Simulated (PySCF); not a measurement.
C4H8F2O2.
SMILES with atom numbers: `[CH3:1][O:2][C@@H:3]([F:4])[C@H:5]([F:6])[O:7][CH3:8]` (hydrogens: H9, H10, H11 on C1; H12 on C3; H13 on C5; H14, H15, H16 on C8)

The same species was optimised twice, with GFN2-xTB and with PBE0-D3(BJ)/def2-SVP (PySCF), and the same property calculations (PySCF, gas phase) were run on both structures.

| coordinate | GFN2-xTB | PBE0-D3(BJ)/def2-SVP | change |
| --- | --- | --- | --- |
| C3–C5 (Å) | 1.533 | 1.518 | -0.015 |
| C1–O2 (Å) | 1.421 | 1.406 | -0.015 |
| O7–C8 (Å) | 1.421 | 1.406 | -0.015 |
| C5–F6 (Å) | 1.384 | 1.372 | -0.012 |
| C3–F4 (Å) | 1.384 | 1.372 | -0.012 |
| O2–C3 (Å) | 1.362 | 1.359 | -0.003 |
| C5–O7 (Å) | 1.362 | 1.360 | -0.002 |
| O2–C3–F4 (°) | 110.1 | 110.9 | +0.8 |
| F6–C5–O7 (°) | 110.2 | 110.8 | +0.6 |
| C1–O2–C3 (°) | 114.2 | 114.8 | +0.6 |
| C5–O7–C8 (°) | 114.3 | 114.7 | +0.4 |
| O2–C3–C5 (°) | 108.5 | 108.1 | -0.4 |
| C3–C5–F6 (°) | 108.5 | 108.3 | -0.2 |
| C3–C5–O7 (°) | 108.5 | 108.2 | -0.3 |
| F4–C3–C5 (°) | 108.5 | 108.3 | -0.2 |
| C1–O2–C3–F4 (°) | 71 | 70 | -1 |
| O2–C3–C5–F6 (°) | -175 | -173 | +2 |
| C3–C5–O7–C8 (°) | -169 | -170 | -1 |

Rotational constants: A = 3287, B = 1340, C = 1007 MHz (GFN2-xTB) against A = 3303, B = 1362, C = 1018 MHz (PBE0-D3(BJ)/def2-SVP). Atoms that the bonding makes alike are paired by their places after alignment.

On the GFN2-xTB structure: lowest singlet, TDDFT (eV) 8.33 [CAM-B3LYP/def2-SVPD]; isotropic polarisability (au) 61.7 [CAM-B3LYP/def2-SVPD]; HOMO (eV) -9.98 [CAM-B3LYP/def2-SVPD]; LUMO (eV) 1.36 [CAM-B3LYP/def2-SVPD]; dipole (D) 2.21 [CAM-B3LYP/def2-SVPD]; HOMO (eV) -8.35 [PBE0/pcSseg-1]; LUMO (eV) 1.68 [PBE0/pcSseg-1]; dipole (D) 2.11 [PBE0/pcSseg-1]; GIAO shielding of C1/C8 (mean) (ppm) 127.9 [PBE0/pcSseg-1]; GIAO shielding of O2/O7 (mean) (ppm) 262.2 [PBE0/pcSseg-1]; GIAO shielding of C3/C5 (mean) (ppm) 71.6 [PBE0/pcSseg-1]; GIAO shielding of F4/F6 (mean) (ppm) 341.0 [PBE0/pcSseg-1].

**Question.** What do these properties become on the PBE0-D3(BJ)/def2-SVP structure?

**Answer.** 
| property | level | on GFN2-xTB | on PBE0-D3(BJ)/def2-SVP | change |
| --- | --- | --- | --- | --- |
| lowest singlet, TDDFT (eV) | CAM-B3LYP/def2-SVPD | 8.33 | 8.30 | -0.03 |
| isotropic polarisability (au) | CAM-B3LYP/def2-SVPD | 61.7 | 61.9 | +0.2 |
| HOMO (eV) | CAM-B3LYP/def2-SVPD | -9.98 | -9.94 | +0.04 |
| LUMO (eV) | CAM-B3LYP/def2-SVPD | 1.36 | 1.35 | -0.01 |
| dipole (D) | CAM-B3LYP/def2-SVPD | 2.21 | 2.17 | -0.04 |
| energy, GFN2-xTB geometry as zero (kcal/mol) | CAM-B3LYP/def2-SVPD | 0.0 | -0.1 | -0.1 |
| HOMO (eV) | PBE0/pcSseg-1 | -8.35 | -8.32 | +0.03 |
| LUMO (eV) | PBE0/pcSseg-1 | 1.68 | 1.65 | -0.03 |
| dipole (D) | PBE0/pcSseg-1 | 2.11 | 2.06 | -0.05 |
| energy, GFN2-xTB geometry as zero (kcal/mol) | PBE0/pcSseg-1 | 0.0 | -0.1 | -0.1 |
| GIAO shielding of C1/C8 (mean) (ppm) | PBE0/pcSseg-1 | 127.9 | 128.0 | +0.1 |
| GIAO shielding of O2/O7 (mean) (ppm) | PBE0/pcSseg-1 | 262.2 | 265.1 | +2.9 |
| GIAO shielding of C3/C5 (mean) (ppm) | PBE0/pcSseg-1 | 71.6 | 73.4 | +1.8 |
| GIAO shielding of F4/F6 (mean) (ppm) | PBE0/pcSseg-1 | 341.0 | 345.4 | +4.4 |

The heavy atoms differ by 0.031 Å rms after alignment. Among bonds between heavy atoms C1–O2, C3–C5 and O7–C8 change most and about equally (-0.015 Å). Changes are differences of the printed values. Neither structure is proved a minimum here.

Shape of the structure used: `[CH3:1][O:2][C@@H:3]([F:4])[C@H:5]([F:6])[O:7][CH3:8]`: C1–O2–C3–F4 70°, O2–C3–C5–F6 -173°, C3–C5–O7–C8 -170°.
